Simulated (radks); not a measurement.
The numbers below are computed, except where a source is named.
Task: Ionisation of Mo2+, [Kr] 4d4, to Mo3+, [Kr] 4d3, under several functionals. Scalar-relativistic Kohn-Sham, spin-polarised, spherical densities, point nucleus; open shells are filled with parallel spins first (spin-orbit coupling, left out, can overturn this in heavy ions); a radial shooting solver on a logarithmic mesh with Libxc functionals. The NIST Atomic Spectra Database gives 27.1 eV (semi-empirical). Rank these functionals by the error of their Delta-SCF ionisation energy: BLYP; XLYP; B86b exchange with PBE correlation; Wu-Cohen GGA; LDA (Slater exchange, VWN5 correlation); exchange-only B88; PW91.

Result: From best to worst: exchange-only B88 26.942 eV (-0.188); BLYP 27.558 eV (+0.428); XLYP 27.585 eV (+0.455); Wu-Cohen GGA 27.836 eV (+0.706); B86b exchange with PBE correlation 27.852 eV (+0.722); PW91 27.889 eV (+0.759); LDA (Slater exchange, VWN5 correlation) 27.920 eV (+0.790). Open shells are spherical and high-spin; term and fine-structure splittings are not resolved.
